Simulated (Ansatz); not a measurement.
Species: C₃H₁₃N₃Si, charge 0, multiplicity 1. 
Structure (B3LYP-D3(BJ)/def2-TZVP (Ansatz, a quantum-chemistry and plane-wave program) minimum search):
SMILES: CN[SiH](NC)NC
```xyz
20

C      2.8801     0.0349    -0.1058
N      1.5969    -0.4133    -0.6212
Si     0.0915    -0.2203     0.1893
N     -0.8119     1.2400     0.1114
C     -0.6203     2.3929     0.9744
N     -0.9094    -1.4151    -0.5249
C     -2.3419    -1.5762    -0.3357
H      2.8398     0.0678     0.9842
H      3.1637     1.0356    -0.4544
H      3.6823    -0.6565    -0.3794
H      1.5819    -0.5104    -1.6256
H      0.4524    -0.3181     1.6287
H     -1.2927     1.4570    -0.7489
H     -1.5748     2.8575     1.2388
H      0.0193     3.1652     0.5303
H     -0.1477     2.0727     1.9044
H     -0.4462    -2.2580    -0.8275
H     -2.8402    -1.8483    -1.2713
H     -2.7668    -0.6322     0.0040
H     -2.5900    -2.3388     0.4119
```
Charge 0, spin multiplicity 1.

Dipole moments at this geometry, in debye (magnitudes).

| level | program | dipole (D) |
|---|---|---|
| SVWN5/def2-TZVPD | Ansatz | 1.13 |
| PBE/def2-TZVPD | Ansatz | 1.12 |
| BLYP/def2-TZVPD | Ansatz | 1.10 |
| revPBE/def2-TZVPD | Ansatz | 1.13 |
| r2SCAN/def2-TZVPD | Ansatz | 1.13 |
| B97M-V/def2-TZVPD | Ansatz | 1.23 |
| PBE0/def2-TZVPD | Ansatz | 1.11 |
| r2SCANh/def2-TZVPD | Ansatz | 1.12 |
| r2SCAN0/def2-TZVPD | Ansatz | 1.11 |
| LC-wPBE/def2-TZVPD | Ansatz | 1.10 |
| wB97M-V/def2-TZVPD | Ansatz | 1.12 |
| wB97X-V/def2-TZVPD | Ansatz | ? |
| CCSD(T)/aug-cc-pV(D+d)Z | Ansatz | ? |

Some entries are withheld; supply them.


- wB97X-V/def2-TZVPD, dipole (D): 1.09
- CCSD(T)/aug-cc-pV(D+d)Z, dipole (D): 1.07
